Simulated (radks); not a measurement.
K I, 19 electrons, occupied as [Ar] 4p1 (not the ground configuration). All-electron calculation, scalar-relativistic Kohn-Sham, PBE, spin-polarised, spherical densities, point nucleus; open shells are filled with parallel spins first. Program: a radial shooting solver on a logarithmic mesh with Libxc functionals. Some entries of the table are withheld. Estimate them.

| orbital | occ. | eigenvalue (hartree) | <r> (bohr) | r(max) (bohr) |
|---|---|---|---|---|
| 1s up | 1 | -129.4924 | 0.08105 | 0.05302 |
| 1s down | 1 | -129.4922 | 0.08105 | 0.05302 |
| 2s up | 1 | -13.03947 | 0.3876 | 0.3181 |
| 2s down | 1 | -13.03929 | 0.3876 | 0.3181 |
| 2p up | 3 | -10.34622 | 0.3506 | 0.2627 |
| 2p down | 3 | -10.34596 | 0.3506 | 0.2627 |
| 3s up | 1 | (1) | 1.268 | (2) |
| 3s down | 1 | (3) | 1.267 | (4) |
| 3p up | 3 | -0.74279 | 1.430 | 1.156 |
| 3p down | 3 | -0.74145 | 1.429 | 1.156 |
| 4p up | 1 | -0.05680 | 6.630 | 5.745 |

Answer. 
(1) 3s up eigenvalue (hartree): -1.35091
(2) 3s up r(max) (bohr): 1.077
(3) 3s down eigenvalue (hartree): -1.34991
(4) 3s down r(max) (bohr): 1.077
